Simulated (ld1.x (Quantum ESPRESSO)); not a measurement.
# What one change does to a pseudopotential (oxygen (O), PAW)

ld1.x (Quantum ESPRESSO) 7.5 input, shortened:

```
&input
   title='O', zed=8., rel=1, dft='PBE', iswitch=3,
   config='[He] 2s1.75 2p4.25'
 /
 &inputp
   pseudotype=3, lpaw=.true., tm=.true., lloc=-1, rcloc=0.85,
   nlcc=.true.,
   which_augfun='BESSEL', rmatch_augfun=0.60
 /
4
2S  1  0   1.75   0.00  0.65  0.70  0.0
2S  1  0   0.00  -0.95  0.65  0.70  0.0
2P  2  1   4.25   0.00  0.85  1.15  0.0
2P  2  1   0.00  -0.20  0.85  1.15  0.0
 &test
   configts(1)='2s1.75 2p4.25'
 /
```

All-electron outer shells of the reference configuration (PBE, scalar-relativistic, ld1.x):

| shell | level (eV) | outermost node (bohr) | outermost maximum (bohr) |
| --- | --- | --- | --- |
| 1s | -514.88 | – | 0.13 |
| 2s | -24.08 | 0.28 | 0.87 |
| 2p | -9.14 | – | 0.82 |

Change: augmentation PSQ, inside the norm-conserving radii.

Cutoffs: the cutoffs (Ry, on a coarse ladder) from which the occupation-weighted sum of valence levels, in a spherical-Bessel basis at the reference potential, stays within 10 and 1 mRy of its value at 400 Ry; they do not see the model core or the augmentation charge, which bear on the density cutoff. Errors are all-electron minus pseudo energies relative to the spin-unpolarised reference configuration.

Predict the effect on cutoff, ghosts and configuration errors.

The potential gets neither clearly harder nor softer (70 Ry and 100 Ry → 70 Ry and 100 Ry); of the 7 tests that both files solve, the error grows in 2 and shrinks in 1 by more than 15 % and 0.3 meV (median size 0.6 → 1.9 meV); neither file shows a bound ghost.

| quantity | base | changed |
| --- | --- | --- |
| cutoff, loose | 70 Ry | 70 Ry |
| cutoff, tight | 100 Ry | 100 Ry |
| bound ghosts | none | none |
| error for 2s2 2p4, meV [ΔE -3.73 eV] | +0.3 | +0.1 |
| error for 2s2 2p3, meV [ΔE 12.70 eV] | -0.6 | -0.9 |
| error for 2s2 2p2, meV [ΔE 46.28 eV] | -6.4 | -6.2 |
| error for 2s2 2p0, meV [ΔE 177.06 eV] | -20 | -2.2 |
| error for 2s2 2p4.3, meV [ΔE -5.86 eV] | +0.4 | +0.3 |
| error for 2s1 2p4, meV [ΔE 27.93 eV] | +0.4 | -1.9 |
| error for 2s2 2p1, meV [ΔE 100.15 eV] | -21 | -18 |
| s: phases at 1.25 bohr within 0.05 rad from the reference energy up to (Ry; the scan ends near 5) | to the end of the scan | to the end of the scan |
| p: phases at 1.25 bohr within 0.05 rad from the reference energy up to (Ry; the scan ends near 5) | to the end of the scan | to the end of the scan |
| lowest overlap eigenvalue by channel | s 0.59, p 0.95 | s 0.59, p 0.95 |
